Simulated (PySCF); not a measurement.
A structure optimised at PBE-D3(BJ)/def2-SVP, used in a PySCF frequency run:

```
Sb
F 1 1.9432
F 1 1.9432 2 95.70
F 1 1.9432 2 95.70 3 96.34
```
Charge 0, spin multiplicity 1.

Question: Write its SMILES, formula and point group.

Answer: [F][Sb]([F])[F], F3Sb, C3v

Question: What are its rotational constants (standard atomic weights)?

Answer: 4.2823, 4.2823, 3.2040 GHz
